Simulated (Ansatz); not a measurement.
HCl₃HfO, charge +1, doublet, at the geometry of the source list (the multiplicity is a formal guess) (core potentials on Hf). Base run: PBE0/def2-SVP run with Ansatz (a program for electronic structure).

Geometry (Å):
```xyz
6

Hf     0.3546     0.0423    -0.0460
Cl     2.2978     0.9115    -0.7600
Cl     0.7760    -0.7429     2.0102
Cl    -0.0644    -1.7801    -1.2879
O     -1.2338     0.9533    -0.0049
H     -2.1302     0.6158     0.0886
```
Charge +1, spin multiplicity 2.
Orbitals are unrestricted.
All else is at Ansatz's defaults.

The base run was repeated with changes; each row names its change, and settings that it needs were set with it.

| change | basis functions | E (Eh) |
|---|---|---|
| base | 105 | -1503.28100 |
| basis = jorge-DZP-DKH; relativity = spin-free X2C | 152 | -16527.47002 |
| basis = x2c-SVPall; relativity = none | 139 | -14382.31884 |
| basis = x2c-SVPall; relativity = spin-free X2C | 139 | -16538.86715 |
| basis = jorge-DZP-DKH; relativity = none | 152 | -15514.67823 |
| basis = jorge-DZP-DKH; relativity = spin-free X2C; nucleus = Gaussian | 152 | -16526.07918 |
| basis = x2c-SVPall; relativity = spin-free X2C; nucleus = Gaussian | 139 | -16537.32489 |
| basis = ANO-RCC-VDZP; relativity = spin-free X2C | 141 | -16540.08043 |
| basis = ANO-RCC-VDZP; relativity = spin-free X2C; nucleus = Gaussian | 141 | -16538.19789 |
| basis = ANO-RCC-VDZP; relativity = none | 141 | -14230.20733 |

Absolute energies of different levels of theory aren't comparable as measures of quality.

Ansatz warned in this series: the basis is contracted for relativity, which the run leaves out.

Basis sets contracted for a relativistic Hamiltonian are a mismatch without it, so the rows without relativity aren't non-relativistic limits. No row has spin-orbit coupling; sets with core potentials leave out the core electrons.
